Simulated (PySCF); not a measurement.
Species: C6H8F2.
Structure used (GFN2-xTB), in Å, numbered top down from 1:
```xyz
16
C6H8F2 angstrom
C     -1.8245    1.1365    0.3947
C     -1.5301   -0.0288   -0.1713
C     -0.2789   -0.7653   -0.0509
C     -0.1249   -1.9439   -0.6529
C      0.8463   -0.1614    0.7489
C      1.5585    0.9174   -0.0561
F      2.2860    0.3687   -1.0593
F      2.4447    1.5902    0.7229
H     -1.1411    1.6758    1.0288
H     -2.7855    1.5980    0.2455
H     -2.2740   -0.5143   -0.7898
H     -0.9113   -2.3846   -1.2412
H      0.7911   -2.5042   -0.5825
H      0.4749    0.2924    1.6684
H      1.5820   -0.9247    1.0078
H      0.8792    1.6571   -0.5062
```

Computed, not measured: CAM-B3LYP/def2-SVPD in PySCF (dipole) on a GFN2-xTB geometry, gas phase.

Take the most abundant isotopes and a rigid rotor. The values belong to one conformer with, in the numbering `[CH2:1]=[CH:2][C:3](=[CH2:4])[CH2:5][CH:6]([F:7])[F:8]`, C1–C2–C3–C4 179°, C2–C3–C5–C6 -78°, C3–C5–C6–F7 -71°.

(1) Give the principal moments of inertia and the rotational constants in GHz.

(2) Classify the top.

(3) What does the inertial defect say?

(4) Give the other two planar moments, Paa and Pbb, and the rms extents of the mass along the axes.

(5) Where do the levels up to J = 4 lie, in MHz?

(6) Which lines would a microwave search look for?

(7) Estimate the classical rotational partition function at 10 K, 25 K and 500 K.

Results:

(1) Ia = 172.74, Ib = 356.87, Ic = 460.37 u·Å²; 505379 MHz·u·Å²/I gives 2926, 1416 and 1098 MHz, that is A = 2.9257, B = 1.4161, C = 1.0978 GHz.

(2) An asymmetric top: κ = (2 × 1416 − 2926 − 1098)/(2926 − 1098) = -0.65.

(3) Not planar: Δ = Ic − Ia − Ib = -69.24 u·Å². For a rigid frame Δ = −2 Σ m c², so Σ m c² = 34.62 u·Å² lies off the ab plane: 7.08 from hydrogen and 27.54 from heavier atoms. The atom farthest from that plane is 1.52 Å away.

(4) Paa = Σ m a² = (Ib + Ic − Ia)/2 = 322.25 and Pbb = Σ m b² = (Ia + Ic − Ib)/2 = 138.12 u·Å². With the mass M = 118.06 u, the rms extents √(P/M) along a, b and c are 1.65, 1.08, 0.54 Å.

(5) Above 0(0,0):
J = 1: 1(0,1) 2514, 1(1,1) 4023, 1(1,0) 4342
J = 2: 2(0,2) 7496, 2(1,2) 8733, 2(1,1) 9688, 2(2,1) 14217, 2(2,0) 14262
J = 3: 3(0,3) 14863, 3(1,3) 15771, 3(1,2) 17677, 3(2,2) 21758, 3(2,1) 21979, 3(3,1) 30129, 3(3,0) 30133
J = 4: 4(0,4) 24512, 4(1,4) 25110, 4(1,3) 28265, 4(2,3) 31779, 4(2,2) 32405, 4(3,2) 40264, 4(3,1) 40292, 4(4,1) 51874, 4(4,0) 51875

(6) The dipole components are |μa| = 2.35 D, |μb| = 0.38 D, |μc| = 0.32 D. The squared components, which scale the intensities, stand as 1.00 : 0.03 : 0.02 (a : b : c). Some lines, for components of 0.1 D or more:

```tsv
type	branch	J(Ka,Kc)	MHz	lower level (cm⁻¹)
a	Q	1(1,0) ← 1(1,1)	318	0.134
a	Q	2(1,1) ← 2(1,2)	955	0.291
c	Q	2(1,2) ← 2(0,2)	1236	0.250
c	Q	1(1,1) ← 1(0,1)	1510	0.084
b	Q	1(1,0) ← 1(0,1)	1828	0.084
b	Q	2(1,1) ← 2(0,2)	2192	0.250
a	R	1(0,1) ← 0(0,0)	2514	0.000
b	R	2(0,2) ← 1(1,1)	3473	0.134
b	R	1(1,1) ← 0(0,0)	4023	0.000
c	R	1(1,0) ← 0(0,0)	4342	0.000
c	Q	2(2,1) ← 2(1,1)	4529	0.323
b	Q	2(2,0) ← 2(1,1)	4574	0.323
a	R	2(1,2) ← 1(1,1)	4709	0.134
a	R	2(0,2) ← 1(0,1)	4983	0.084
a	R	2(1,1) ← 1(1,0)	5346	0.145
b	Q	2(2,1) ← 2(1,2)	5484	0.291
b	R	2(1,2) ← 1(0,1)	6219	0.084
c	R	2(1,1) ← 1(0,1)	7174	0.084
b	R	2(2,1) ← 1(1,0)	9875	0.145
c	R	2(2,0) ← 1(1,0)	9920	0.145
c	R	2(2,1) ← 1(1,1)	10193	0.134
b	R	2(2,0) ← 1(1,1)	10238	0.134
```

(7) Point group C1, symmetry number σ = 1; q = (√π/σ)·√((kT/h)³/(ABC)), k/h = 20836.6 MHz/K: 2500 at 10 K, 9880 at 25 K, 884000 at 500 K.

Not checked by GFN2-xTB frequencies. No vibrational averaging or centrifugal distortion is included, and the geometry carries the error of its method.

The run took 62 s of wall time on Arm Neoverse V1, one thread, no GPU, shared host. This is the CAM-B3LYP/def2-SVPD job that gave the dipole, with the excitations it also computed.
